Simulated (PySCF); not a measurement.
Compound: C9H7F3.
Numbering: `[CH2:1]=[C:2]([F:3])/[CH:4]=[C:5]1/[C:6](=[CH2:7])[C:8]([F:9])=[C:10]1[CH2:11][F:12]`

NICS = −σ at a ghost point: NICS(0) at the centroid of the ring atoms, NICS(1) 1 Å to either side along the normal of their mean plane, zz for the tensor component along that normal. Level: GIAO PBE0/pcSseg-1 (PySCF, non-relativistic, gas phase) on the GFN2-xTB geometry, one conformer.

Ring bond lengths (Å), with Mayer bond orders in brackets: C5–C6 1.496 (0.96), C6–C8 1.467 (1.07), C8–C10 1.358 (1.60), C10–C5 1.478 (0.99).

Problem. Give the NICS values of each ring in ppm.

Solution. 
| ring | type | NICS(0) | NICS(1), two faces | NICS(1)zz, two faces | rms pucker (Å) | centre to ring atoms, mean (Å) |
| --- | --- | --- | --- | --- | --- | --- |
| C5–C6–C8–C10 | 4-membered carbocycle; formal bonds 1 double, 3 single | -2.9 | -3.2 / -3.2 | 2.3 / 2.3 | 0.00 | 1.02 |

Problem. What do they say, and how far can they be read as aromaticity?

Solution. 
- C5–C6–C8–C10: mean NICS(1)zz 2.3 ppm, near zero.

Problem. What does the geometric index give? HOMA takes Krygowski's 1993 parameters.

Solution. 
- C5–C6–C8–C10: HOMA -0.73 = 1 − EN − GEO, with mean bond length 1.450 Å, EN = α(Ropt − mean)² = 0.981 and GEO = α × variance = 0.749.

Problem. How shielded are the nuclei of the rings and their hydrogens (means over atoms taken as equivalent)?

Solution. 
```
atoms                      environment  σ isotropic (ppm)
   C5  fully substituted alkene carbon               46.0
   C6  fully substituted alkene carbon               35.2
   C8               vinylic C–F carbon               12.1
  C10  fully substituted alkene carbon               43.5
```

Shape of the structure used: `[CH2:1]=[C:2]([F:3])/[CH:4]=[C:5]1/[C:6](=[CH2:7])[C:8]([F:9])=[C:10]1[CH2:11][F:12]`: C1–C2–C4–C5 180°, C8–C10–C11–F12 0°.
